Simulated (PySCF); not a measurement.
**Excitation energy of Al²⁺ by level of theory**

Al²⁺ [Ne] 3s1 (2S) → Al²⁺ [Ne] 3d1 (2D), as a difference of total energies. Calculation: PySCF 2.14, in aug-cc-pwCVDZ; no relativity, point nucleus. Correlated levels: valence and next inner shell: 1s2 frozen. The calculations carry no spin-orbit coupling.

| method | excitation energy (cm⁻¹) |
| --- | --- |
| UHF | 116430 |
| MP2 (valence and next inner shell) | 118010 |
| SCS-MP2 (valence and next inner shell) | 117690 |
| CCSD (valence and next inner shell) | 118070 |
| CCSD(T) (valence and next inner shell) | 118090 |

The promoted electron is Rydberg-like, and one or two diffuse shells describe it only roughly, which tends to raise the upper state.
